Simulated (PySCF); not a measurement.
C3H6FNSi, SMILES F/C=C1/CN[SiH2]1.

The structure is a stationary point at r2SCAN-D4/def2-SVP. The structure was generated by enumeration; whether it is a known compound was not checked.

These are TDDFT-PBE/def2-SVPD run with PySCF values and carry that method's errors.

Vertical excitations. Gas-phase values at a fixed geometry. State labels are in the subgroup Cs.

```csv
state,symmetry,energy (eV),λ (nm),f,main pairs
S1,A',4.37,284,0.002,HOMO→LUMO 98 %
S2,A",4.69,264,0.002,HOMO→LUMO+1 99 %
S3,A",5.42,229,0.002,HOMO−1→LUMO+1 98 %
S4,A",5.56,223,0.010,HOMO→LUMO+2 98 %
S5,A",5.77,215,0.001,HOMO→LUMO+3 100 %
S6,A",6.24,199,0.000,HOMO→LUMO+4 99 %
S7,A",6.33,196,0.000,HOMO−1→LUMO+2 100 %
S8,A',6.41,193,0.291,HOMO−1→LUMO 90 %
S9,A",6.45,192,0.000,HOMO−2→LUMO 92 %
S10,A",6.55,189,0.000,HOMO→LUMO+5 98 %
T1,A',3.93,316,0,"HOMO→LUMO 65 %, HOMO−1→LUMO 34 %"
T2,A',4.25,292,0,"HOMO−1→LUMO 64 %, HOMO→LUMO 35 %"
T3,A",4.45,279,0,HOMO→LUMO+1 100 %
T4,A",5.32,233,0,HOMO−1→LUMO+1 99 %
```
Triplets are in the Tamm–Dancoff approximation, which puts them higher than full response would, so one can lie above its singlet here.
